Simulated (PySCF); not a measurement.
Working out the ionisation energy of Xe⁺

Xe⁺ [Kr] 4d10 5s2 5p5 (2P) → Xe²⁺ [Kr] 4d10 5s2 5p4 (3P). Calculation: PySCF 2.14, in cc-pVDZ-PP with ECP28MDF (4s3p2d, 23 functions); scalar relativity through the core potential. Frozen: 4s2 4p6 4d10. Energies in hartree (1 hartree = 27.21139 eV):

```json
{"part": "UHF", "Xe⁺ (lower)": "-327.864945", "Xe²⁺ (upper)": "-327.124456"}
{"part": "CCSD correlation", "Xe⁺ (lower)": "-0.090579", "Xe²⁺ (upper)": "-0.073883"}
{"part": "(T)", "Xe⁺ (lower)": "-0.000722", "Xe²⁺ (upper)": "-0.000647"}
```

Q: What does Hartree-Fock give?

A: (-327.124456) − (-327.864945) = 0.740489 hartree = 20.150 eV.

Q: What do CCSD and CCSD(T) give?

A: The CCSD correlation energies differ by 0.016696 hartree = 0.454 eV and the triples by 0.000075 hartree = 0.002 eV, so CCSD gives 20.604 eV and CCSD(T) 20.606 eV.

Reference: 20.975 eV (semi-empirical (NIST evaluation); NIST Atomic Spectra Database, ionization energies), between the lowest levels; spin-orbit coupling is absent from the calculation.

A double-zeta basis recovers only part of the correlation energy.

What remains against the reference includes basis incompleteness, the frozen core and higher excitations.
